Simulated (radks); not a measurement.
The mercury ion Hg+, configuration [Xe] 4f14 5d10 5f1 (not the ground configuration). All-electron calculation, scalar-relativistic Kohn-Sham, revPBE, spin-polarised, spherical densities, finite nucleus; open shells are filled with parallel spins first (spin-orbit coupling, left out, can overturn this in heavy ions); Fermi nuclear charge, rms radius 5.4648 fm. Program: a radial shooting solver on a logarithmic mesh with Libxc functionals.

Normalised radial functions P(r) = r R(r), r in bohr:

```
   r/bohr * 4f down, o 5p down, + 5d down (the largest magnitude, 1.48, reaches the edge; | marks zero, & curves that meet)
 0.001727                             &
 0.002043                             &
 0.002417                             &
 0.002859                             &
 0.003382                             &
 0.004033                             &
 0.004771                             &o
 0.005644                             &o
 0.006676                             &o
 0.007897                             &o
 0.009342                             & o
  0.01105                             & o
  0.01318                             &  o
  0.01559                             &  o
  0.01844                             &   o
  0.02181                             *+  o
   0.0258                             *+   o
  0.03052                             *+   o
  0.03611                             * +   o
  0.04306                             * +  o
  0.05093                             |* +o
  0.06025                             |*o +
  0.07127                             o *  +
  0.08431                          o  |  * +
  0.09974                        o    |    *+
    0.118                      o      |    + *
   0.1407                     o       |   +     *
   0.1664                       o     | +           *
   0.1969                            &|                 *
   0.2329                         +   |   o                *
   0.2755                      +      |        o               *
   0.3259                     +       |          o               *
   0.3855                     +       |         o                *
   0.4597                        +    |   o                    *
   0.5438                         o   +                     *
   0.6433                 o           |    +            *
   0.7609           o                 |          +  *
   0.9001        o                    |         *    +
    1.065         o                   |     *          +
     1.26             o               |  *             +
    1.502                  o          | *            +
    1.777                      o      |*          +
    2.102                         o   *        +
    2.486                           o *     +
    2.941                            o*   +
    3.479                             & +
    4.116                             &+
    4.908                             &
    5.805                             &
    6.867                             &
    8.124                             &
     9.61                             &
    11.37                             &
    13.45                             &
    16.04                             &
    18.97                             &
    22.44                             &
    26.54                             &
```

4f down: eigenvalue -111.33 eV, 0 radial nodes, <r> = 0.483 bohr, 90 % of the charge inside 0.772 bohr. 5p down: eigenvalue -82.087 eV, 3 radial nodes at r = 0.0716, 0.207, 0.505 bohr, <r> = 1.04 bohr, 90 % of the charge inside 1.51 bohr. 5d down: eigenvalue -25.090 eV, 2 radial nodes at r = 0.189, 0.547 bohr, <r> = 1.44 bohr, 90 % of the charge inside 2.21 bohr.
